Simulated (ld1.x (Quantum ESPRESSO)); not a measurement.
## Reading a pseudo-wave (I (Z = 53))

Columns: radius, all-electron u(r) and pseudo u(r) of the 5p shell (level -9.06 eV) of iodine in the configuration [Kr] 4d10 5s2 5p4.75; PBE, scalar-relativistic, TM semilocal scheme, ld1.x (Quantum ESPRESSO) 7.5.

```tsv
r (bohr)	all-electron	pseudo
0.082	0.1185	-0.0047
0.165	-0.1441	-0.0184
0.248	-0.2105	-0.0397
0.330	-0.0735	-0.0661
0.413	0.1173	-0.0957
0.495	0.2625	-0.1253
0.578	0.3336	-0.1538
0.660	0.3320	-0.1796
0.742	0.2761	-0.2034
0.825	0.1837	-0.2268
0.908	0.0726	-0.2515
0.990	-0.0433	-0.2794
1.072	-0.1567	-0.3131
1.155	-0.2637	-0.3548
1.238	-0.3598	-0.4045
1.320	-0.4427	-0.4599
1.402	-0.5132	-0.5177
1.485	-0.5725	-0.5730
1.568	-0.6203	-0.6203
1.650	-0.6572	-0.6572
1.733	-0.6851	-0.6851
1.815	-0.7043	-0.7043
1.898	-0.7162	-0.7162
1.980	-0.7216	-0.7216
2.062	-0.7214	-0.7214
2.145	-0.7165	-0.7165
```

Question: How many radial nodes do the two functions have?

Answer: The all-electron 5p function has n − l − 1 = 3; the pseudo-wave has 0, since the states of the same l below it are removed with the core.

Question: At about which radius was the pseudo-wave matched?

Answer: 1.60 bohr. The columns agree to 0.0005 from 1.49 bohr on; several derivatives are matched, so the curves merge somewhat inside the radius.

Question: Where does each function peak?

Answer: Outermost all-electron maximum near 1.98 bohr, pseudo maximum near 1.98 bohr (to the table’s step).

Question: Is the pseudo-wave norm-conserving?

Answer: Yes: the TM semilocal scheme keeps the norm inside the radius equal to the all-electron one, which fixes the energy derivative of the logarithmic derivative at the level.
